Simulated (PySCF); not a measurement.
# Worked example: chemical shift, span and skew from a shielding tensor

C₂H₁₀O₂Si₂, SMILES CO[Si@@](C)(O)[SiH3]. Atoms are numbered in the order given.

```xyz
16

C     -1.3386     1.9031    -0.8900
O     -0.4481     1.4831     0.1204
Si     0.4502     0.0688     0.1277
C      1.5050    -0.0071    -1.4276
O      1.3733     0.1095     1.5153
Si    -0.9426    -1.8100     0.3533
H     -0.8296     2.0324    -1.8632
H     -1.7667     2.8729    -0.5942
H     -2.1702     1.1875    -1.0287
H      2.1696    -0.8862    -1.4076
H      0.8808    -0.0781    -2.3345
H      2.1331     0.8957    -1.5217
H      1.8734     0.9251     1.6658
H     -0.1582    -3.0785     0.3564
H     -1.7422    -1.7363     1.6084
H     -1.8961    -1.8744    -0.7956
```

Geometry optimised at TPSSh-D3(BJ)/def2-SVP. The structure was generated by enumeration; whether it is a known compound was not checked. The values are those of a single conformer.

GIAO shieldings from PBE/pcSseg-1 in PySCF, non-relativistic, no solvent. The symmetric part of the tensor of Si3 has the principal values 292.4, 330.8, 335.7 ppm. The same nucleus in TMS has σ = 335.4 ppm at this level (PySCF, at its B3LYP-D3(BJ)/def2-TZVP geometry).

**Question.** Work out the isotropic shielding, the ²⁹Si shift against TMS, the span and the skew.

**Answer.** 
σ(iso) = (σ11 + σ22 + σ33)/3 = 319.6 ppm. δ = σ(ref) − σ(iso) = 335.4 − (319.6) = 15.8 ppm.
Span Ω = σ33 − σ11 = 43.3 ppm. Skew κ = 3(σ(iso) − σ22)/Ω = -0.77. Tumbling in solution averages the tensor to δ; in a static solid the shielding alone would spread this spin-1/2 line over Ω.
